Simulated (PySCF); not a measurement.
2-bromopropane (C3H7Br), SMILES CC(C)Br.

Coordinates come from a B3LYP-D3(BJ)/def2-SVP optimisation.

Level of theory: PySCF with TDA-PBE/def2-SVPD.

Vertical excitations.  State labels are in the subgroup Cs.

| state | symmetry | energy (eV) | λ (nm) | f | main pairs |
|---|---|---|---|---|---|
| S1 | A' | 5.65 | 220 | 0.000 | HOMO→LUMO 99 % |
| S2 | A" | 5.65 | 219 | 0.001 | HOMO−1→LUMO 99 % |
| S3 | A" | 6.49 | 191 | 0.042 | HOMO−1→LUMO+1 100 % |
| S4 | A' | 6.50 | 191 | 0.035 | HOMO→LUMO+1 100 % |
| S5 | A" | 7.33 | 169 | 0.000 | HOMO−1→LUMO+2 100 % |
| S6 | A' | 7.35 | 169 | 0.021 | HOMO→LUMO+2 86 % |
| S7 | A" | 7.40 | 167 | 0.002 | HOMO→LUMO+3 100 % |
| S8 | A' | 7.45 | 166 | 0.020 | HOMO−1→LUMO+3 73 %, HOMO−2→LUMO 15 % |
| S9 | A' | 7.66 | 162 | 0.057 | HOMO→LUMO+4 44 %, HOMO−4→LUMO 29 %, HOMO−2→LUMO 17 % |
| S10 | A" | 7.66 | 162 | 0.032 | HOMO−1→LUMO+4 90 % |
| T1 | A' | 5.01 | 247 | 0 | HOMO→LUMO 100 % |
| T2 | A" | 5.02 | 247 | 0 | HOMO−1→LUMO 100 % |
| T3 | A' | 6.40 | 194 | 0 | HOMO→LUMO+1 99 % |
| T4 | A" | 6.41 | 193 | 0 | HOMO−1→LUMO+1 100 % |
Triplets are in the Tamm–Dancoff approximation.
